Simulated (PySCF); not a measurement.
## Adding and removing an electron: SbO

PBE; basis Sb aug-cc-pVDZ-PP with ECP28, O aug-cc-pVDZ; scalar-relativistic core potentials; PySCF 2.14. Neutral (UKS): doublet (π ↑), Re = 1.866 Å, ωe = 791 cm⁻¹, De = 4.59 eV, HOMO -4.61 eV, LUMO -4.57 eV.

SbO⁻ (UKS): triplet (π ↑↑), Re = 1.932 Å, ωe = 676 cm⁻¹, De = 4.49 eV to Sb + O⁻. The energies at the minima are -315.36173 hartree for SbO and -315.42283 for SbO⁻.

(1) Work out the adiabatic electron affinity, without and with harmonic zero-point energies (1 hartree = 27.2114 eV, 1 eV = 8065.5 cm⁻¹), and the change of the bond length.

These are scalar-relativistic numbers at best; spin–orbit coupling would shift them, the dissociation energy most. For an ion De counts to the pair picked by the measured ionisation energies or electron affinities, which need not be the lowest pair at this level. The highest Kohn–Sham level is positive in this anion. Much of that is self-interaction error, but it also means that the finite basis helps to hold the extra electron. States were picked by a PBE0 search and need not be the measured ground states.

Results:

(1) At PBE: 0.06110 hartree = 1.663 eV between the minima; the zero-point term (791.0 − 676.0)/2 cm⁻¹ = +0.007 eV makes it 1.670 eV. Re changes by +6.6 pm against the neutral. The electron enters a π orbital; in so polar a molecule the change of length follows mostly from the change of the ionic charges.
